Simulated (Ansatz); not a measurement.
C₂H₆I₃NZr (`C[N](C)[Zr]([I])([I])[I]`) at its PBE0-D4/def2-TZVP geometry, where that method's forces vanish. The species carries charge 0 and has multiplicity 1. Zr, I takes the def2 core potential.

```xyz
13

C    -0.3598    0.2426   -1.6374
N    -0.1020    0.0027   -0.2390
C    -1.1003   -0.8178    0.4173
Zr    1.3147    0.5401    1.0186
I     2.4323   -1.7480    1.9695
I     3.1048    2.0537   -0.3274
I     0.1046    1.9330    3.0146
H    -0.3991   -0.7029   -2.1923
H    -1.3205    0.7549   -1.7724
H     0.4253    0.8633   -2.0693
H    -2.0875   -0.3422    0.3815
H    -1.1574   -1.8119   -0.0414
H    -0.8550   -0.9677    1.4778
```

(1) What forces (eV/Å) does B3LYP-D4/def2-TZVPP give on these atoms in the Gaussian-basis code of Ansatz? (Estimate.)

Answers

(1) Computed: 
```
C1  -0.028  0.068 -0.297
N2   0.022  0.018 -0.011
C3  -0.227 -0.192  0.174
Zr4  0.126  0.060  0.064
I5   0.099 -0.189  0.077
I6   0.139  0.120 -0.110
I7  -0.098  0.121  0.165
H8  -0.003  0.050  0.009
H9   0.043 -0.024 -0.012
H10 -0.060 -0.043  0.016
H11  0.040 -0.039  0.001
H12 -0.015  0.046  0.026
H13 -0.039  0.005 -0.102
```

B3LYP here is the variant with VWN-RPA as its local correlation; programs differ in this.
